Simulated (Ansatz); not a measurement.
## A cut through the energy surface

AgNH$_{4}$S (SMILES [NH3+][Ag-][SH]), singlet, at its PBE0-D4/def2-TZVP minimum:

| atom | x (Å) | y (Å) | z (Å) |
| --- | --- | --- | --- |
| N1 | -1.1955 | 0.6799 | -0.4849 |
| Ag2 | 0.4694 | -0.3851 | 0.4444 |
| S3 | 2.1812 | -1.5125 | 1.4796 |
| H4 | -1.9508 | 0.0476 | -0.7228 |
| H5 | -0.9012 | 1.1429 | -1.3370 |
| H6 | -1.5688 | 1.3882 | 0.1366 |
| H7 | 3.0269 | -1.4292 | 0.4383 |

The angle H4–N1–H5 (107.7° at the minimum) is set to the values below, H4, with anything bonded beyond it, turning rigidly in the plane of the angle. Each method's energies count from its own value at the PBE0-D4 minimum structure. Computed with Ansatz 0.2.0 (basis: def2-TZVPP); correlated methods freeze the cores. Filled d shells of the heavier atoms are correlated. Core potentials replace the inner electrons of the atoms past krypton. B3LYP uses VWN-RPA correlation.

```json
{"angle (°)": "83.7", "CCSD(T) (kJ/mol)": "43.8", "PBE0-D4 (kJ/mol)": "44.0", "MP2 (kJ/mol)": "43.7", "HF (kJ/mol)": "47.5"}
{"angle (°)": "89.7", "CCSD(T) (kJ/mol)": "24.2", "PBE0-D4 (kJ/mol)": "24.5", "MP2 (kJ/mol)": "24.3", "HF (kJ/mol)": "26.3"}
{"angle (°)": "95.7", "CCSD(T) (kJ/mol)": "10.4", "PBE0-D4 (kJ/mol)": "10.7", "MP2 (kJ/mol)": "10.6", "HF (kJ/mol)": "11.4"}
{"angle (°)": "101.7", "CCSD(T) (kJ/mol)": "2.4", "PBE0-D4 (kJ/mol)": "2.6", "MP2 (kJ/mol)": "2.5", "HF (kJ/mol)": "2.6"}
{"angle (°)": "107.7", "CCSD(T) (kJ/mol)": "0.0", "PBE0-D4 (kJ/mol)": "0.0", "MP2 (kJ/mol)": "0.0", "HF (kJ/mol)": "0.0"}
{"angle (°)": "113.7", "CCSD(T) (kJ/mol)": "2.9", "PBE0-D4 (kJ/mol)": "2.7", "MP2 (kJ/mol)": "2.8", "HF (kJ/mol)": "3.3"}
{"angle (°)": "119.7", "CCSD(T) (kJ/mol)": "11.0", "PBE0-D4 (kJ/mol)": "10.4", "MP2 (kJ/mol)": "10.7", "HF (kJ/mol)": "12.3"}
{"angle (°)": "125.7", "CCSD(T) (kJ/mol)": "23.8", "PBE0-D4 (kJ/mol)": "22.9", "MP2 (kJ/mol)": "23.4", "HF (kJ/mol)": "26.7"}
{"angle (°)": "131.7", "CCSD(T) (kJ/mol)": "41.2", "PBE0-D4 (kJ/mol)": "39.8", "MP2 (kJ/mol)": "40.6", "HF (kJ/mol)": "46.2"}
```

Minimum and curvature along this coordinate at CCSD(T): A fifth-order fit through the nearest points gives 107.4°, with a curvature of about 1.5 meV/deg².

Largest difference from the CCSD(T) curve over the scan: PBE-D4 3.2; r2SCAN-D4 1.7; B3LYP-D4 1.2; wB97M-V 1.3 kJ/mol. Each curve counts from its own value at the minimum.

No T1 diagnostic of these runs exceeds 0.016.

For scale, one of the runs: CCSD(T)/def2-TZVPP, 185 basis functions (an equivalent command: `ansatz run in.yaml --threads 4`). Time: 52 s of wall clock on 4 CPU threads; the host was shared. Peak host memory: 2.2 GiB.
